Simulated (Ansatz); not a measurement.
Coupled-cluster diagnostics for the cluster Ta₄Si₃, Ansatz.

Geometry of the singlet (PBE-D4/def2-SVP):

```xyz
7

Ta    1.424   -1.081    0.231
Ta    1.820    0.502   -1.766
Ta   -0.219   -1.036   -1.841
Ta    0.152    0.178    2.098
Si   -1.259   -1.105    0.506
Si   -1.755    1.450    1.229
Si   -0.161    1.093   -0.457
```

In the def2 sets Ta takes a core potential; there is no spin–orbit coupling. Correlated methods freeze 15 core orbitals; core or outer-core shells of Ta are correlated, in sets that lack core-valence functions. No other spin state of charge 0 was run. Another isomer (triplet) lies 2.26 eV lower at PBE0-D4/def2-TZVP; other spin states weren't run for this one.

Task: Estimate the CCSD(T) correlation energy, the shares of MP2 and (T), T1 and the reference's ⟨S²⟩ for: charge 0, singlet, own geometry in def2-SVP; and the rough time on 4 threads of Arm Neoverse V2 on a shared host.

Result: 
```csv
state,basis,correlation (eV),MP2 share (%),(T) share (%),T1,⟨S²⟩ (pure),wall time,remarks
"charge 0, singlet, own geometry",def2-SVP,-45.733,108.0,9.8,0.141,0.00 (0.00),6.8 min,"flagged by the program, large T1 (0.141), restricted SCF unstable"
```
Customary marks for T1 are 0.02 (closed shells), 0.045 (open shells) and about 0.05 (3d metals). T1 exceeds 0.02 in 1 of 1 rows and 0.045 in 1; the higher it lies, the less the single-reference result can be trusted.
